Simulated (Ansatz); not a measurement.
Reaction (ligand exchange at a Ge–C bond): `[CH3][Ge]([NH2])([Cl])[Cl]` + HCl → `[NH2][Ge]([Cl])([Cl])[Cl]` + CH₄

Program: Ansatz. Geometries: PBE0-D4/def2-TZVP. ΔE: electronic, gas phase. CCSD(T)/CBS adds triple-zeta CCSD(T) − MP2 to the extrapolated MP2 energy (def2 sets, frozen cores). This one scheme is used for every species. DFT in def2-TZVPP. B3LYP here is the variant with VWN-RPA as its local correlation; programs differ in this. HSE06 is defined as in plane-wave codes. For Ge outer-core shells are correlated without core-valence functions, which leaves a few kJ/mol of doubt a bond. Scalar relativity is left out up to krypton. Each species was taken in one conformer, which may not be the lowest.

`[CH3][Ge]([NH2])([Cl])[Cl]`:

Z-matrix (Å, degrees):
```
C
Ge 1 1.935
H 1 1.090 2 109.4
H 1 1.091 2 109.4 3 120.2
H 1 1.090 2 109.3 3 -119.9
N 2 1.813 1 120.4 3 -60.0
Cl 2 2.148 1 107.9 3 60.7
Cl 2 2.148 1 108.0 3 179.3
H 6 1.009 2 115.9 1 66.1
H 6 1.009 2 115.8 1 -66.6
```

HCl:

```xyz
2

Cl   -0.274   -0.011    0.578
H     0.274    0.011   -0.578
```

`[NH2][Ge]([Cl])([Cl])[Cl]`:

```xyz
7

N    -0.163    0.531   -1.105
Ge   -0.076   -0.263    0.511
Cl   -1.208    0.902    1.878
Cl   -0.887   -2.216    0.332
Cl    1.890   -0.469    1.333
H     0.140    1.496   -1.108
H     0.303    0.019   -1.842
```

CH₄:

Z-matrix (Å, degrees):
```
C
H 1 1.090
H 1 1.090 2 109.5
H 1 1.090 2 109.5 3 -120.0
H 1 1.090 2 109.5 3 120.0
```

| level | ΔE (kcal/mol) | difference from CCSD(T)/CBS |
| --- | --- | --- |
| revPBE-D4 | -19.2 | -2.0 |
| PBE0-D4 | -18.8 | -1.6 |
| B3LYP-D4 | -19.5 | -2.3 |
| r2SCANh-D4 | -19.5 | -2.3 |
| PBE | -19.0 | -1.8 |
| BLYP | -19.7 | -2.5 |
| PBE0 | -18.8 | -1.6 |
| r2SCANh | -19.6 | -2.4 |
| HSE06 | -18.9 | -1.7 |
| BHLYP | -19.6 | -2.4 |
| HF/def2-SVP | -21.1 | -3.9 |
| CCSD/def2-SVP | -20.0 | -2.8 |
| CCSD/def2-TZVPP | -17.2 | 0.0 |
| MP2/def2-QZVPP | -17.9 | -0.7 |
| MP2/CBS(def2) | -17.9 | -0.7 |
| CCSD/CBS(def2) | -17.1 | 0.1 |
| CCSD(T)/CBS | -17.2 | 0 |

Task: What do rigid-rotor, harmonic-oscillator terms from PBE0-D4/def2-TZVP frequencies (298.15 K, 1 bar) make of the CCSD(T)/CBS value? (Estimate.)

Result: Computed: ΔZPE = +1.9 kcal/mol, ΔH = -15.6 kcal/mol, ΔS = -16 J/(mol·K), ΔG = -14.4 kcal/mol. Modes under 50 cm⁻¹ make the entropy rough.

Largest T1 diagnostic among the species: 0.009.

In def2-TZVPP, CCSD(T) changes the Hartree–Fock value by +3.2 kcal/mol (the triples alone add −0.1 kcal/mol) and MP2 by +2.5 kcal/mol. At CCSD(T), def2-SVP lies −2.9 kcal/mol from the extrapolated value and def2-TZVPP −0.1 kcal/mol. Leaving LDA and LC-ωPBE aside and taking each functional with its dispersion term where it has one, the values, not all of them listed here, spread over 2.2 kcal/mol, from B97M-V to PBE-QIDH. LDA lies +1.6 kcal/mol from PBE without D4.
